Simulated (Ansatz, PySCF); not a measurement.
This Ansatz (a program for electronic structure) input computes a PBE/def2-TZVPD energy:

Ansatz 0.2 input:
```yaml
crystal:
  periodic: [false, false, false]
  atoms:
    - {symbol: N, position_ang: [-0.00000000, -0.00000000, -1.26217169]}
    - {symbol: C, position_ang: [-0.00000000, -0.00000000, -0.04055002]}
    - {symbol: O, position_ang: [0.00000000, 0.00000000, 1.13481274]}
basis:
  gaussian:
    orbitals: def2-TZVPD
hamiltonian:
  xc: {name: PBE}
magnetization: {spin_polarized: true, initial_magnetization: 1}
output: {forces: true}
```

Write an input for the same energy in PySCF and say what it gives.


```python
from pyscf import gto, scf, dft

mol = gto.M(
    atom='''
    N    -0.00000000   -0.00000000   -1.26217169
    C    -0.00000000   -0.00000000   -0.04055002
    O     0.00000000    0.00000000    1.13481274
    ''',
    basis='def2-tzvpd',
    charge=0,
    spin=1,
    symmetry='C2v',
    verbose=4,
)

mf = dft.UKS(mol, xc='pbe').density_fit(auxbasis='def2-universal-jkfit')
mf.grids.level = 3
mf.conv_tol = 1e-9
mf.max_cycle = 100
mf.max_memory = 1500
mf.kernel()
if not mf.converged:
    mf = mf.newton()
    mf.kernel(mf.make_rdm1())
mf.analyze()
```
It gives -167.89595 Eh, and Ansatz -167.89593 Eh, a difference of 0.02 mEh, from the treatment of integrals and grids.

It need not be the lowest isomer of its formula.
